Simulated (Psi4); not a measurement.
CCl$_{3}$ (SMILES Cl[C-](Cl)Cl), charge -1, singlet, geometry from GFN2-xTB (a gas-phase anion, which may not be bound at this level); B3LYP/def2-SVP (Psi4).

Here is a job for Psi4.
```
memory 2 GB

molecule mol {
-1 1
  C    -0.011093   -0.010052    0.658198
  Cl    0.000761    1.668324   -0.051984
  Cl    1.445327   -0.832289   -0.065826
  Cl   -1.442173   -0.832488   -0.114495
}

set basis def2-svp
set reference rks
set basis_guess true

energy('b3lyp')
print_variables()
```

It wrote (shortened):

```
  //>>>>>>>>>>>>>>>>>>>>>>>>>>>>>>>>>>>//
  //    Guess SCF, def2-sv_p_ Basis    //
  //<<<<<<<<<<<<<<<<<<<<<<<<<<<<<<<<<<<//

   => Loading Basis Set <=

    Name: DEF2-SV_P_
    Role: ORBITAL
    Keyword: BASIS

         ---------------------------------------------------------
                           SCF Castup computation
         ---------------------------------------------------------
                                   SCF
               by Justin Turney, Rob Parrish, Andy Simmonett
                          and Daniel G. A. Smith
                              RKS Reference
         ---------------------------------------------------------

  ==> Geometry <==

    Molecular point group: c1
    Full point group: C1

    Geometry (in Angstrom), charge = -1, multiplicity = 1:

       Center              X                  Y                   Z               Mass
    ------------   -----------------  -----------------  -----------------  -----------------
         C           -0.011125393891    -0.010081173047     0.660123155663    12.000000000000
         CL           0.000728606109     1.668294826953    -0.050058844337    34.968852682000
         CL           1.445294606109    -0.832318173047    -0.063900844337    34.968852682000
         CL          -1.442205393891    -0.832517173047    -0.112569844337    34.968852682000

  Running in c1 symmetry.

  Rotational constants: A =      0.11116  B =      0.11116  C =      0.05780 [cm^-1]
  Rotational constants: A =   3332.51650  B =   3332.51518  C =   1732.87957 [MHz]
  Nuclear repulsion =  247.718361578930683

  Charge       = -1
  Multiplicity = 1
  Electrons    = 58
  Nalpha       = 29
  Nbeta        = 29

  ==> Algorithm <==

  SCF Algorithm Type is DF.
  DIIS enabled.
  MOM disabled.
  Fractional occupation disabled.
  Guess Type is SAD.
  Energy threshold   = 1.00e-06
  Density threshold  = 1.00e-06
  Integral threshold = 1.00e-12

  ==> Primary Basis <==

  Basis Set: DEF2-SV_P_
    Blend: DEF2-SV_P_
    Number of shells: 30
    Number of basis functions: 68
    Number of Cartesian functions: 72
    Spherical Harmonics?: true
    Max angular momentum: 2

  ==> DFT Potential <==

   => LibXC <=

    Version 7.1.2
    S. Lehtola, C. Steigemann, M. J. T. Oliveira, and M. A. L. Marques,  SoftwareX 7, 1–5 (2018) (10.1016/j.softx.2017.11.002)

   => Composite Functional: B3LYP <=

    B3LYP Hyb-GGA Exchange-Correlation Functional

    P. J. Stephens, F. J. Devlin, C. F. Chabalowski, and M. J. Frisch,  J. Phys. Chem. 98, 11623 (1994) (10.1021/j100096a001)

    Deriv               =              1
    GGA                 =           TRUE
    Meta                =          FALSE

    Exchange Hybrid     =           TRUE
    MP2 Hybrid          =          FALSE

   => Exchange Functionals <=

    0.0800   Slater exchange
    0.7200         Becke 88

   => Exact (HF) Exchange <=

    0.2000               HF

   => Correlation Functionals <=

    0.1900   Vosko, Wilk & Nusair (VWN5_RPA)
    0.8100   Lee, Yang & Parr

   => LibXC Density Thresholds  <==

    XC_HYB_GGA_XC_B3LYP:  1.00E-15

   => Molecular Quadrature <=

    Radial Scheme          =       TREUTLER
    Pruning Scheme         =           NONE
    Nuclear Scheme         =       TREUTLER

    Blocking Scheme        =         OCTREE
    BS radius alpha        =              1
    Pruning alpha          =              1
    Radial Points          =             75
    Spherical Points       =            302
    Total Points           =          81921
    Total Blocks           =            687
    Max Points             =            253
    Max Functions          =             66
    Weights Tolerance      =       1.00E-15

   => Loading Basis Set <=

    Name: (DEF2-SV_P_ AUX)
    Role: JKFIT
    Keyword: DF_BASIS_SCF

  ==> Integral Setup <==

  SCF_SUBTYPE=INCORE selected. In-core MEM_DF algorithm will be used.
  Using in-core AOs.

  ==> MemDFJK: Density-Fitted J/K Matrices <==

    J tasked:                   Yes
    K tasked:                   Yes
    wK tasked:                   No
    Algorithm:                 Core
    Schwarz Cutoff:           1E-12
    Mask sparsity (%):       3.3737
    Fitting Condition:        1E-10

   => Auxiliary Basis Set <=

  Basis Set: (DEF2-SV_P_ AUX)
    Blend: DEF2-UNIVERSAL-JKFIT
    Number of shells: 139
    Number of basis functions: 459
    Number of Cartesian functions: 554
    Spherical Harmonics?: true
    Max angular momentum: 4

  Minimum eigenvalue in the overlap matrix is 7.3545239062E-03.
  Reciprocal condition number of the overlap matrix is 2.0830878791E-03.
    Using symmetric orthogonalization.

  ==> Pre-Iterations <==

  SCF Guess: Superposition of Atomic Densities via on-the-fly atomic UHF (no occupation information).

   -------------------------
    Irrep   Nso     Nmo
   -------------------------
     A         68      68
   -------------------------
    Total      68      68
   -------------------------

  ==> Iterations <==

                           Total Energy        Delta E     RMS |[F,P]|

   @DF-RKS iter SAD: -1417.99097409953924   -1.41799e+03   0.00000e+00
   @DF-RKS iter   1: -1418.16993108382235   -1.78957e-01   5.75677e-03 DIIS/ADIIS
   @DF-RKS iter   2: -1418.16551397773537    4.41711e-03   5.78581e-03 DIIS/ADIIS
   @DF-RKS iter   3: -1418.24108348975915   -7.55695e-02   2.22620e-03 DIIS/ADIIS
   @DF-RKS iter   4: -1418.25255888985475   -1.14754e-02   1.85622e-04 DIIS/ADIIS
   @DF-RKS iter   5: -1418.25263658361791   -7.76938e-05   3.84745e-05 DIIS
   @DF-RKS iter   6: -1418.25264019119300   -3.60758e-06   5.12922e-06 DIIS
   @DF-RKS iter   7: -1418.25264025499837   -6.38054e-08   1.34049e-06 DIIS
   @DF-RKS iter   8: -1418.25264025941328   -4.41491e-09   2.87470e-07 DIIS
  Energy and wave function converged.

  ==> Post-Iterations <==

   Electrons on quadrature grid:
      Ntotal   =   58.0000007753 ; deviation = 7.753e-07

    Orbital Energies [Eh]
    ---------------------

    Doubly Occupied:

[...]
  @DF-RKS Final Energy: -1418.25264025941328
    Total Energy =                      -1418.2526402594132833
[...]
         CL          -1.442205393891    -0.832517173047    -0.112569844337    34.968852682000

  Running in c1 symmetry.

  Rotational constants: A =      0.11116  B =      0.11116  C =      0.05780 [cm^-1]
  Rotational constants: A =   3332.51650  B =   3332.51518  C =   1732.87957 [MHz]
  Nuclear repulsion =  247.718361578930683

  Charge       = -1
  Multiplicity = 1
  Electrons    = 58
  Nalpha       = 29
  Nbeta        = 29

  ==> Algorithm <==

  SCF Algorithm Type is DF.
  DIIS enabled.
  MOM disabled.
  Fractional occupation disabled.
  Guess Type is SAD.
  Energy threshold   = 1.00e-06
  Density threshold  = 1.00e-06
  Integral threshold = 1.00e-12

  ==> Primary Basis <==

  Basis Set: DEF2-SVP
    Blend: DEF2-SVP
    Number of shells: 30
    Number of basis functions: 68
    Number of Cartesian functions: 72
    Spherical Harmonics?: true
    Max angular momentum: 2

  ==> DFT Potential <==

   => LibXC <=

    Version 7.1.2
    S. Lehtola, C. Steigemann, M. J. T. Oliveira, and M. A. L. Marques,  SoftwareX 7, 1–5 (2018) (10.1016/j.softx.2017.11.002)

   => Composite Functional: B3LYP <=

    B3LYP Hyb-GGA Exchange-Correlation Functional

    P. J. Stephens, F. J. Devlin, C. F. Chabalowski, and M. J. Frisch,  J. Phys. Chem. 98, 11623 (1994) (10.1021/j100096a001)

    Deriv               =              1
    GGA                 =           TRUE
    Meta                =          FALSE

    Exchange Hybrid     =           TRUE
    MP2 Hybrid          =          FALSE

   => Exchange Functionals <=

    0.0800   Slater exchange
    0.7200         Becke 88

   => Exact (HF) Exchange <=

    0.2000               HF

   => Correlation Functionals <=

    0.1900   Vosko, Wilk & Nusair (VWN5_RPA)
    0.8100   Lee, Yang & Parr

   => LibXC Density Thresholds  <==

    XC_HYB_GGA_XC_B3LYP:  1.00E-15

   => Molecular Quadrature <=

    Radial Scheme          =       TREUTLER
    Pruning Scheme         =           NONE
    Nuclear Scheme         =       TREUTLER

    Blocking Scheme        =         OCTREE
    BS radius alpha        =              1
    Pruning alpha          =              1
    Radial Points          =             75
    Spherical Points       =            302
    Total Points           =          81921
    Total Blocks           =            687
    Max Points             =            253
    Max Functions          =             66
    Weights Tolerance      =       1.00E-15

   => Loading Basis Set <=

    Name: (DEF2-SVP AUX)
    Role: JKFIT
    Keyword: DF_BASIS_SCF

  Computing basis projection from DEF2-SV_P_ to DEF2-SVP

  ==> Integral Setup <==

  SCF_SUBTYPE=INCORE selected. In-core MEM_DF algorithm will be used.
  Using in-core AOs.

  ==> MemDFJK: Density-Fitted J/K Matrices <==

    J tasked:                   Yes
    K tasked:                   Yes
    wK tasked:                   No
    Algorithm:                 Core
    Schwarz Cutoff:           1E-12
    Mask sparsity (%):       3.3737
    Fitting Condition:        1E-10

   => Auxiliary Basis Set <=

  Basis Set: (DEF2-SVP AUX)
    Blend: DEF2-UNIVERSAL-JKFIT
    Number of shells: 139
    Number of basis functions: 459
    Number of Cartesian functions: 554
    Spherical Harmonics?: true
    Max angular momentum: 4

  Minimum eigenvalue in the overlap matrix is 7.3545239062E-03.
  Reciprocal condition number of the overlap matrix is 2.0830878791E-03.
    Using symmetric orthogonalization.

  ==> Pre-Iterations <==

  SCF Guess: Orbitals guess was supplied from a previous computation.

   -------------------------
    Irrep   Nso     Nmo
   -------------------------
     A         68      68
   -------------------------
    Total      68      68
   -------------------------

  ==> Iterations <==

                           Total Energy        Delta E     RMS |[F,P]|

   @DF-RKS iter   0: -1418.25264025969773   -1.41825e+03   3.04723e-08
   @DF-RKS iter   1: -1418.25264025970114   -3.41061e-12   3.06936e-08 DIIS
  Energy and wave function converged.

  ==> Post-Iterations <==

   Electrons on quadrature grid:
      Ntotal   =   58.0000007753 ; deviation = 7.753e-07

    Orbital Energies [Eh]
    ---------------------

    Doubly Occupied:

[...]
    Virtual:

[...]
    Final Occupation by Irrep:
              A
    DOCC [    29 ]
    NA   [    29 ]
    NB   [    29 ]

  @DF-RKS Final Energy: -1418.25264025970114

   => Energetics <=

    Nuclear Repulsion Energy =            247.7183615789306828
    One-Electron Energy =               -2464.2969981270098287
    Two-Electron Energy =                 871.2041397394677915
    DFT Exchange-Correlation Energy =     -72.8781434510900255
    Empirical Dispersion Energy =           0.0000000000000000
    VV10 Nonlocal Energy =                  0.0000000000000000
    Total Energy =                      -1418.2526402597011383

Computation Completed

Properties will be evaluated at   0.000000,   0.000000,   0.000000 [a0]

Properties computed using the SCF density matrix

 Multipole Moments:

 ------------------------------------------------------------------------------------
     Multipole            Electronic (a.u.)      Nuclear  (a.u.)        Total (a.u.)
 ------------------------------------------------------------------------------------

 L = 1.  Multiply by 2.5417464519 to convert [e a0] to [Debye]
 Dipole X            :          0.0141941           -0.0034950            0.0106992
 Dipole Y            :          0.0128732           -0.0031669            0.0097062
 Dipole Z            :         -0.8414342            0.2073726           -0.6340615
 Magnitude           :                                                    0.6342261

 ------------------------------------------------------------------------------------

  Variable Map:
  ----------------------------------------------------------------------------
[...]
  Array Variable Map:
  ----------------------------------------------------------------------------
[...]
[...]
```
